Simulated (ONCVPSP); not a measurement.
hafnium (Hf): one change to an ONCV potential, before and after

Hf (Z = 72), optimised norm-conserving Vanderbilt (ONCV), made with ONCVPSP 4.0.1 (PBE, fully relativistic). Core [Kr] 4d10 4f14, reference 5s2 5p6 5d2 6s2. Waves: 5s+6s: rc 2.15 bohr, ncon 4, nbas 7, qcut 4.8 1/bohr, 2 projectors; 5p: rc 1.50 bohr, ncon 4, nbas 7, qcut 5.1 1/bohr, 1 projector; 5d: rc 2.95 bohr, ncon 3, nbas 7, qcut 4.2 1/bohr, 2 projectors, debl 2.9 Ha. Local part: polynomial inside 1.35 bohr (lpopt 5, dvloc0 3 Ha). Core correction: Teter function fitted to the true core (icmod 2), fcfact 0.3.

Open shells are filled in proportion to 2j + 1.

All-electron outer shells of the reference configuration (PBE, scalar-relativistic, ld1.x):

| shell | level (eV) | outermost node (bohr) | outermost maximum (bohr) |
| --- | --- | --- | --- |
| 5s | -67.02 | 0.55 | 1.01 |
| 5p | -35.57 | 0.60 | 1.16 |
| 4f | -16.83 | – | 0.45 |
| 6s | -5.11 | 1.37 | 2.89 |
| 5d | -2.69 | 0.67 | 1.69 |

Change: core correction Teter function fitted to the true core (icmod 2), fcfact 0.18.

Cutoffs: the cutoffs (Ha) at which the residual kinetic energy of the hardest occupied pseudo-wave falls to 1 and 0.1 mHa per electron; they do not see the model core or the augmentation charge, which bear on the density cutoff. Errors are all-electron minus pseudo energies relative to the spin-unpolarised reference configuration.

Predict the effect on cutoff, ghosts and configuration errors.

The potential gets neither clearly harder nor softer (53 Ha and 66 Ha → 53 Ha and 66 Ha); of the 3 tests that both files solve, the error grows in 2 and shrinks in 0 by more than 15 % and 0.3 meV (median size 7.4 → 15.2 meV); neither file shows a bound ghost. A model core, the more so a compact one, raises the density cutoff, which this test does not measure.

```csv
quantity,base,changed
"cutoff, loose",53 Ha,53 Ha
"cutoff, tight",66 Ha,66 Ha
bound ghosts,none,none
GHOST(+) flags under 300 eV,none,none
tests with a reliable result,3 of 4,3 of 4
"error for 5s2 5p6 5d2 6s1, meV [ΔE 7.98 eV]",+0.2,-1.0
"error for 5s2 5p6 5d2 6s0, meV [ΔE 22.16 eV]",-7.4,-17
"error for 5s2 5p6 5d3 6s1, meV [ΔE 2.59 eV]",+16,+15
s: phases at 2.18 bohr within 0.05 rad from the reference energy up to (Ha; the scan ends near 5),3.3,3.3
p3/2: phases at 1.52 bohr within 0.05 rad from the reference energy up to (Ha; the scan ends near 5),2.3,2.3
p1/2: phases at 1.52 bohr within 0.05 rad from the reference energy up to (Ha; the scan ends near 5),2.4,2.4
d5/2: phases at 3.00 bohr within 0.05 rad from the reference energy up to (Ha; the scan ends near 5),0.6,0.6
d3/2: phases at 3.00 bohr within 0.05 rad from the reference energy up to (Ha; the scan ends near 5),0.6,0.6
"rms error of d²Exc/dni dnj with the model core, mHa",3.90,6.01
```
